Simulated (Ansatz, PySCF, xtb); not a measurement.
Noncovalent pair: HCl (SMILES Cl) (first 2 atoms) with Si2H6 (SMILES [SiH3][SiH3]); geometry from B3LYP-D3(BJ)/def2-TZVP, rigid monomers moved along the line of their centres of mass till H2···H9 is 1.78 Å.
(charge 0, multiplicity 1):
```xyz
10

Cl    -0.0802     0.5708     0.2085
H     -0.2967     1.2633     1.2703
Si     0.4199    -1.1652     3.4699
Si    -0.2312     0.9908     4.1262
H      1.6697    -1.1049     2.6785
H     -0.6478    -1.8009     2.6652
H      0.6571    -1.9783     4.6878
H     -1.4816     0.9487     4.9212
H     -0.4877     1.8559     2.9414
H      0.8299     1.6444     4.9288
```

Counterpoise-corrected where a basis set is named; no monomer relaxation. Rows marked so take none.

Rows in 3-21G, 6-31G*, LANL2DZ carry no dispersion term and start afresh at each structure (6-31G* with six Cartesian d functions). MP2/6-31G* freezes PySCF's default core. LANL2DZ brings its own core potentials from Na on.

Codes used: Ansatz (Gaussian basis) for Hartree–Fock, density functionals and correlated methods; PySCF for 3-21G rows, 6-31G* rows, LANL2DZ rows, the dispersion terms; xtb for the GFN methods. Values without a source in brackets are computed.

```tsv
level	interaction energy (kcal/mol)
GFN2-xTB	-0.76
HF/6-31G*	3.32
B3LYP/3-21G (no counterpoise)	-0.88
B3LYP/LANL2DZ (no counterpoise)	0.79
B3LYP/def2-TZVPPD	0.94
PBE0/def2-TZVPPD	-0.23
PBE0-D3(BJ)/def2-TZVPPD	-1.76
M06-2X/6-31G* (no counterpoise)	-1.26
MP2/6-31G* (no counterpoise)	?
```

Question: Complete the blanks.

Answer: 
- MP2/6-31G* (no counterpoise), interaction energy (kcal/mol): 0.39

Ansatz is a quantum-chemistry and plane-wave program.
